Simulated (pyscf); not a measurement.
PySCF, gas phase, ωB97X-D3(BJ)/def2-SVP geometries. MP2 and CC: frozen core, UHF for open shells. ΔMP2 is the change of the MP2 total energy from the triple- to the quadruple-zeta basis.

SMILES: [CH3][Be][SeH]
```xyz
7

C      0.7377    -0.5769    -0.0149
Be    -0.2099     0.8057     0.0695
Se    -1.3705     2.4826     0.1456
H      0.6629    -1.0609    -1.0062
H      0.4394    -1.3352     0.7314
H      1.8085    -0.3606     0.1517
H     -0.9246     2.7531     1.5192
```

Q: How much does it cost (ΔH, 298 K, CCSD(T)/def2-TZVPP + ΔMP2(QZVPP)) to split H₃C–Be–SeH at its Be–Se bond into [Be–CH₃]• + SeH•?

A: Be–Se to [Be–CH₃]• + SeH•: 96.4 kcal/mol. The radicals are drawn with the spin at the cut bond; how far it spreads was not checked. Other isomers of [Be–CH₃]• were not searched in full and may lie lower. The CCSD(T) − MP2 part came from Ansatz, without density fitting, on the same reference. The frozen core leaves the outer d or s,p core shells of the metals and heavy elements correlated in the MP2 and CC values, and def2-TZVPP describes them poorly, which can shift differences by a few kcal/mol. Left out: the spin-orbit lowering of SeH, which is large for Br, Se, Te and I. Elements up to Kr have no core potential and no relativistic terms here.
